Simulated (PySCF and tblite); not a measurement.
The numbers below are computed, except where a source is named.
**Rotation: stationary points, barriers and rates**

System: C₇H₉Cl, numbered as in [CH:1]#[C:2][C@@H:3]([Cl:4])[C@H:5]1[CH2:6][C@H:7]1[CH3:8].

Motion: rotation about the C3–C5 bond (torsion C2–C3–C5–C6 from 91° to 227°, rising). The path came from a restrained scan, a climbing-image band and a saddle search at GFN2-xTB; energies are B3LYP/pcSseg-1 + D3(BJ), IEF-PCM cyclohexane//GFN2-xTB, thermal terms GFN2-xTB. Rate constants are transition-state-theory values, counting equivalent paths, without tunnelling. Programs: tblite and PySCF.

| point | symmetry | E(GFN2) kcal/mol | E(DFT) kcal/mol | ZPE change kcal/mol | lowest mode cm⁻¹ | dipole D |
| --- | --- | --- | --- | --- | --- | --- |
| start | C1 | 0.0 | 0.0 | 0.00 | 42 | 2.35 |
| saddle | C1 | 5.3 | 8.1 | 0.11 | 53i | 2.03 |
| end | C1 | 1.9 | 3.3 | 0.11 | 56 | 2.02 |

```json
{"Electronic barrier": "8.2 kcal/mol", "Barrier with zero-point energy": "8.3 kcal/mol", "ΔH‡ (298 K)": "7.6 kcal/mol", "ΔS‡ (298 K, symmetry apart)": "-5.1 cal/(mol K)", "Paths": "1 equivalent path", "End point": "a different minimum", "Mean lifetime of the start against this motion at 298 K": "760 ns", "Cost": "90 s on 1 thread of Arm Neoverse V2 (shared host) (rough), peak memory 1 GiB, launched as `OMP_NUM_THREADS=1 python ens_run.py task.json out`"}
```

| T/K | ΔG‡ kcal/mol | k s⁻¹ | ΔG kcal/mol | k back s⁻¹ |
| --- | --- | --- | --- | --- |
| 200 | 8.8 | 1130 | 3.6 | 9.3×10⁶ |
| 250 | 8.9 | 8.1×10⁴ | 3.6 | 1.2×10⁸ |
| 298 | 9.1 | 1.3×10⁶ | 3.7 | 6.4×10⁸ |
| 350 | 9.3 | 1.1×10⁷ | 3.7 | 2.3×10⁹ |
| 400 | 9.5 | 5.3×10⁷ | 3.8 | 5.9×10⁹ |

ΔG and ΔG‡ leave out symmetry numbers and mirror images; rates count paths: 1 out, 1 back.
